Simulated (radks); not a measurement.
Spherical quantum dot in the effective-mass picture: electrons in a well V = -V0 / (1 + exp((r - R)/a)) with V0 = 57.7, R = 1.56, a = 0.19, all in effective atomic units (hartree* = m*/eps^2 hartree, bohr* = eps/m* bohr), one dielectric constant everywhere. Method: non-relativistic Kohn-Sham, PBE, spin-polarised, spherical densities; computed with a radial shooting solver with Libxc functionals. Levels are named by radial order and angular momentum (1s, 1p, 1d, 2s, ...), and open shells are averaged over m.

N = 40, configuration 1s2 1p6 1d10 2s2 1f14 2p6. This is the lowest configuration that the search found. Occupied and some empty levels:

level  occupation  eigenvalue (hartree*)  <r> (bohr*)
1s              2                -16.718       0.8970
1p              6                -15.148       0.9803
1d             10                -12.784        1.048
2s              2                -9.8938       0.7898
1f             14                -9.7999        1.106
2p              6                -6.4970       0.9209
1g              0                -6.2987        1.157
2d              0                -2.7247        1.020
3s              0                -1.2684       0.9059

Energy (hartree*): total -1139.17, kinetic 270.08, external -2067.6, Hartree 705.67, exchange-correlation -47.344.
